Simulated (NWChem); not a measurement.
Ionisation of H3OSi

SMILES: [O][SiH3]
```xyz
5

O     -1.1796    -0.2168     0.0000
Si     0.4699     0.0980     0.0000
H      0.9144     0.8281     1.2237
H      0.9144     0.8281    -1.2237
H      1.0298    -1.2931     0.0000
```
Charge 0, spin multiplicity 2.

Program: NWChem. Structure: optimised with UPBE0/def2-SVP, a minimum by its harmonic frequencies.

Basis set: def2-TZVPD. −ε marks an orbital energy of the parent.

B3LYP has NWChem's definition, with VWN1-RPA local correlation. The structure started from a generated list of species. The unpaired electrons of the parent sit in orbitals of symmetry a" (Cs labels of the run); other states weren't searched. The stability of the SCF solutions was not checked. Open-shell Hartree-Fock references start from PBE0 orbitals.

Problem. Order these methods by the first vertical ionisation energy they give, lowest first: −ε(beta HOMO) of B3LYP, −ε(beta HOMO) of LDA (SVWN5), −ε(beta HOMO) of PBE0, −ε(beta HOMO) of PBE, −ε(beta HOMO) of HF.

Solution. −ε(beta HOMO) of PBE (6.91 eV), −ε(beta HOMO) of LDA (SVWN5) (7.02 eV), −ε(beta HOMO) of B3LYP (8.37 eV), −ε(beta HOMO) of PBE0 (8.59 eV), −ε(beta HOMO) of HF (12.39 eV)
